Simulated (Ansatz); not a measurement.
Relaxation of GaH3O2 (6 atoms, charge 0, multiplicity 1), to a largest force component of 0.03 eV/Å in at most 50 steps.

The calculation used RKS PBE/def2-SVP in Ansatz 0.2.0.

```xyz
6
Properties=species:S:1:pos:R:3
Ga -0.890 0.691 0.672
H 1.655 -0.260 1.292
O 1.988 -0.040 0.378
H 1.592 -0.781 -0.170
O -0.911 -0.562 -0.693
H -1.751 -0.847 -1.116
```

Question: Where does it end, and by what steps?

Answer: The forces met the threshold. After 9 steps the energy has fallen by 0.361 eV; H4 moved furthest, 0.61 Å.

```json
{"step": "0", "energy less start (eV)": "0.0000", "largest force component (eV/Å)": "0.988", "accepted": "yes"}
{"step": "1", "energy less start (eV)": "-0.0744", "largest force component (eV/Å)": "1.878", "accepted": "yes"}
{"step": "2", "energy less start (eV)": "-0.1529", "largest force component (eV/Å)": "2.077", "accepted": "yes"}
{"step": "3", "energy less start (eV)": "-0.2937", "largest force component (eV/Å)": "0.647", "accepted": "yes"}
{"step": "4", "energy less start (eV)": "-0.3488", "largest force component (eV/Å)": "0.525", "accepted": "yes"}
{"step": "5", "energy less start (eV)": "-0.3550", "largest force component (eV/Å)": "0.186", "accepted": "yes"}
{"step": "6", "energy less start (eV)": "-0.3584", "largest force component (eV/Å)": "0.080", "accepted": "yes"}
{"step": "7", "energy less start (eV)": "-0.3590", "largest force component (eV/Å)": "0.240", "accepted": "yes"}
{"step": "8", "energy less start (eV)": "-0.3603", "largest force component (eV/Å)": "0.103", "accepted": "yes"}
{"step": "9", "energy less start (eV)": "-0.3607", "largest force component (eV/Å)": "0.020", "accepted": "yes"}
```

```xyz
6
Properties=species:S:1:pos:R:3
Ga -0.659 0.855 0.623
H 1.808 -0.511 1.166
O 1.539 0.032 0.401
H 1.013 -0.591 -0.189
O -0.634 -0.652 -0.542
H -1.383 -0.931 -1.096
```

Whether the end is a true minimum wasn't checked by a vibrational analysis.

Time of the run: 9.5 s on 1 thread of Intel(R) Xeon(R) 6975P-C (Granite Rapids), on a shared host, peak memory 0.16 GiB.
